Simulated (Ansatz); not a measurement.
Start from `C[NH][GaH2]` and change one atom or group to get `C[NH][GeH3]`.

Ansatz, PBE0-D4/def2-TZVP geometries, multiplicity 1. 

Scalar relativity is left out up to krypton.

| property | `C[NH][GaH2]` |
| --- | --- |
| size of the dipole moment (ωB97M-V/def2-TZVPP) / D | 0.90 |
| LUMO energy (PBE/def2-TZVPP) / eV | -1.51 |
| size of the dipole moment (PBE/def2-TZVPP) / D | 1.19 |
| LUMO energy (B3LYP/def2-TZVPP) / eV | -1.01 |
| HOMO–LUMO gap (PBE/def2-TZVPP) / eV | 4.01 |
| HOMO energy (ωB97M-V/def2-TZVPP) / eV | -9.04 |

Give the same properties after the change, and the shifts. (An estimate is asked.)

Ansatz gave: 
| property | `C[NH][GeH3]` | shift |
| --- | --- | --- |
| size of the dipole moment (ωB97M-V/def2-TZVPP) / D | 0.86 | -0.04 |
| LUMO energy (PBE/def2-TZVPP) / eV | -0.27 | 1.24 |
| size of the dipole moment (PBE/def2-TZVPP) / D | 0.86 | -0.33 |
| LUMO energy (B3LYP/def2-TZVPP) / eV | 0.28 | 1.29 |
| HOMO–LUMO gap (PBE/def2-TZVPP) / eV | 5.01 | 1.00 |
| HOMO energy (ωB97M-V/def2-TZVPP) / eV | -8.99 | 0.05 |

With PBE0 the HOMO rises by 0.07 eV and the LUMO rises by 1.31 eV, so the gap widens by about 1.24 eV. PBE moves the HOMO by 0.23 eV and ωB97M-V by 0.05 eV. The zero-point energy changes by 25.5 kJ/mol with +3 modes. Dipoles are sizes alone; their direction can turn.

B3LYP here is the variant with VWN-RPA as its local correlation; programs differ in this.
